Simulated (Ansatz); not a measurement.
`[SnH3][CH2][SnH3]` and `O[CH2][SnH3]` differ in one atom or group.

Ansatz, PBE0-D4/def2-TZVP geometries, multiplicity 1. Each molecule was computed in one conformer, which needn't be the lowest.

Elements past krypton have def2 core potentials.

| property | `[SnH3][CH2][SnH3]` |
| --- | --- |
| HOMO–LUMO gap (PBE0/def2-TZVPP) / eV | 7.76 |
| zero-point energy (PBE0-D4/def2-TZVP) / kJ/mol | 174.3 |
| HOMO–LUMO gap (ωB97M-V/def2-TZVPP) / eV | 11.19 |
| HOMO–LUMO gap (PBE/def2-TZVPP) / eV | 5.93 |
| HOMO energy (PBE0/def2-TZVPP) / eV | -8.00 |
| size of the dipole moment (PBE/def2-TZVPP) / D | 0.82 |

Q: What does the change do to each property? (Best estimate.)

A: Computed: 
| property | `O[CH2][SnH3]` | shift |
| --- | --- | --- |
| HOMO–LUMO gap (PBE0/def2-TZVPP) / eV | 7.26 | -0.50 |
| zero-point energy (PBE0-D4/def2-TZVP) / kJ/mol | 161.3 | -13.0 |
| HOMO–LUMO gap (ωB97M-V/def2-TZVPP) / eV | 10.79 | -0.40 |
| HOMO–LUMO gap (PBE/def2-TZVPP) / eV | 5.17 | -0.76 |
| HOMO energy (PBE0/def2-TZVPP) / eV | -7.12 | 0.88 |
| size of the dipole moment (PBE/def2-TZVPP) / D | 1.12 | 0.30 |

With PBE0 the HOMO rises by 0.88 eV and the LUMO rises by 0.38 eV, so the gap narrows by about 0.50 eV. PBE moves the HOMO by 1.12 eV and ωB97M-V by 0.74 eV. The zero-point energy changes by -13.0 kJ/mol with -6 modes. Dipoles are sizes alone; their direction can turn.
